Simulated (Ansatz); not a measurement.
`CNC[SiH3]` → `[CH2]` (triplet) + `CN[SiH3]` at 298.15 K and 1 bar (formal loss of a carbene).

Calculated with Ansatz (gas phase, PBE0-D4/def2-TZVP geometries, no zero-point term in ΔE). CCSD(T)/CBS adds triple-zeta CCSD(T) − MP2 to the extrapolated MP2 energy (def2 sets, frozen cores). This one scheme is used for every species. Triplets are unrestricted, without spin–orbit coupling. Each species was taken in one conformer, which may not be the lowest.

```
          species  CCSD(T)/CBS energy (Eh)  H − E (kJ/mol)  S (J/(mol·K))
      `CNC[SiH3]`               -425.27845           301.3          326.6
`[CH2]` (triplet)                -39.09499            55.4          195.3
       `CN[SiH3]`               -386.04948           224.3          300.3
```

H − E and S are ideal-gas, rigid-rotor, harmonic terms from PBE0-D4/def2-TZVP, for one conformer and one mirror image of each species, with the whole ground term of open shells counted as degenerate. 1 Eh = 2625.50 kJ/mol, R = 8.31446 J/(mol·K).

Problem. By hand: ΔE, ΔH, ΔS and ΔG.

Solution. ΔE = (-39.09499) + (-386.04948) − (-425.27845) = 0.13398 Eh = 351.8 kJ/mol. Δ(H − E) = 55.4 + 224.3 − 301.3 = -21.6, so ΔH = 330.2 kJ/mol. ΔS = 195.3 + 300.3 − 326.6 = 169.0 J/(mol·K). ΔG = 330.2 − 298.15 × (169.0)/1000 = 279.8 kJ/mol.

Problem. By hand: the equilibrium constant, and the temperature at which ΔG would vanish if ΔH and ΔS stayed fixed.

Solution. log₁₀ K = −ΔG/(RT ln 10) = -49.0. ΔG = 0 at ΔH/ΔS = 1954 K.

The number of gas molecules changes by +1, which sets the sign of ΔS. A doubt of 5 kJ/mol in ΔE shifts log₁₀ K by 0.9 here. Other conformers and mirror images would add mixing entropy, several J/(mol·K) or more a flexible species. A triplet takes part, so the spin changes. These are equilibria of isolated gas molecules and say nothing of rates. Largest T1 diagnostic: 0.011 (customary marks: 0.02 for closed shells, 0.045 for open ones).
